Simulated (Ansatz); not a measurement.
Molecule: Al₂H₄ (charge 0, singlet). 
Coordinates optimised at B3LYP-D3(BJ)/def2-TZVP (Ansatz, a program for electronic structure):
```xyz
6

Al    -0.0012    -0.0150     1.2942
Al     0.0012     0.0150    -1.2942
H      1.3472    -0.0315     2.1375
H     -1.3512    -0.0180     2.1352
H      0.0088     1.3738    -2.1207
H     -0.0047    -1.3244    -2.1520
```
Charge 0, spin multiplicity 1.

Basis-set convergence of Hartree-Fock and MP2 correlation energies (hartree) with Ansatz. Correlated levels leave the core frozen unless marked. Spin-orbit coupling is left out. Non-relativistic.

```json
[
 {"basis": "cc-pV(D+d)Z", "functions": "66", "E(HF)": "-486.12803", "E(corr, MP2)": "-0.13292"},
 {"basis": "cc-pV(T+d)Z", "functions": "134", "E(HF)": "-486.14507", "E(corr, MP2)": "-0.16278"},
 {"basis": "cc-pV(Q+d)Z", "functions": "248", "E(HF)": "-486.15004", "E(corr, MP2)": "-0.17399"}
]
```

Extrapolating the two largest sets (X = 3 and 4) as X^-3: E(corr) = (64·(-0.17399) - 27·(-0.16278))/37 = -0.1822 Eh, an estimate of the basis-set limit. The largest set recovers 95.5 % of it, the smallest 73.0 %.
